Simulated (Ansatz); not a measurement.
Consider the formal exchange of groups at the Si–Cl bond: `[SiH3]Cl` + `[CH3][SnH2][CH2]Cl` → `[CH3][SnH2][CH2][SiH3]` + Cl₂.

Isolated molecules relaxed with PBE0-D4/def2-TZVP in Ansatz; ΔE leaves out vibrations. CCSD(T)/CBS is the MP2 limit (def2-TZVPP, def2-QZVPP) plus CCSD(T) − MP2 in def2-TZVPP, frozen cores. This one scheme is used for every species. DFT in def2-TZVPP. B3LYP here is the variant with VWN-RPA as its local correlation; programs differ in this. def2 core potentials past Kr. For Sn outer-core shells are correlated without core-valence functions, which leaves a few kJ/mol of doubt a bond. One conformer a species, not always the lowest.

| level | ΔE (kJ/mol) |
| --- | --- |
| r2SCAN-D4 | 187.5 |
| B3LYP-D4 | 180.0 |
| ωB97X-V | 189.0 |
| B2PLYP | 189.2 |
| SCS-MP2/def2-TZVPP | 194.0 |
| CCSD(T)/def2-TZVPP | 186.7 |
| HF/def2-QZVPP | 207.8 |
| CCSD/CBS(def2) | 187.3 |

What does CCSD(T)/CBS give? (Estimate.)

Ansatz gave: +184.4 kJ/mol. The listed levels differ from it by 3.1, -4.4, 4.6, 4.8, 9.6, 2.3, 23.4, 2.9 kJ/mol.

Largest T1 diagnostic among the species: 0.011.

In def2-TZVPP, CCSD(T) changes the Hartree–Fock value by −23.4 kJ/mol (the triples alone add −2.8 kJ/mol) and MP2 by −12.7 kJ/mol. From PBE to PBE0 (25 % exact exchange), in def2-TZVPP and without D4, ΔE moves by +9.5 kJ/mol. The D4 term adds −3.7 kJ/mol with B3LYP and −2.3 kJ/mol with PBE0; it sums over pairs of atoms, weighted by their polarisabilities, and B3LYP, whose exchange is more repulsive, gets the larger term.
